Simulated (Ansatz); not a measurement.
`[AlH2][B]1CC1` and `C[AsH]B1CC1` differ in one atom or group.

Ansatz, PBE0-D4/def2-TZVP geometries, multiplicity 1. Each molecule was computed in one conformer, which needn't be the lowest.

Scalar relativity is left out up to krypton.

| property | `[AlH2][B]1CC1` |
| --- | --- |
| HOMO–LUMO gap (PBE0/def2-TZVPP) / eV | 5.52 |
| LUMO energy (PBE0/def2-TZVPP) / eV | -1.73 |
| HOMO–LUMO gap (ωB97M-V/def2-TZVPP) / eV | 9.54 |
| HOMO energy (PBE0/def2-TZVPP) / eV | -7.25 |
| HOMO–LUMO gap (B3LYP/def2-TZVPP) / eV | 5.15 |
| LUMO energy (B3LYP/def2-TZVPP) / eV | -1.90 |

Task: Give the same properties after the change, and the shifts. (An estimate is asked.)

Result: The calculation gave: 
```
                               property  `C[AsH]B1CC1`  shift
   HOMO–LUMO gap (PBE0/def2-TZVPP) / eV           5.57   0.05
     LUMO energy (PBE0/def2-TZVPP) / eV          -1.26   0.47
HOMO–LUMO gap (ωB97M-V/def2-TZVPP) / eV           9.63   0.09
     HOMO energy (PBE0/def2-TZVPP) / eV          -6.83   0.42
  HOMO–LUMO gap (B3LYP/def2-TZVPP) / eV           5.20   0.05
    LUMO energy (B3LYP/def2-TZVPP) / eV          -1.44   0.46
```

With PBE0 the HOMO rises by 0.42 eV and the LUMO rises by 0.47 eV, so the gap widens by about 0.05 eV. PBE moves the HOMO by 0.31 eV and ωB97M-V by 0.50 eV.

B3LYP here is the variant with VWN-RPA as its local correlation; programs differ in this.
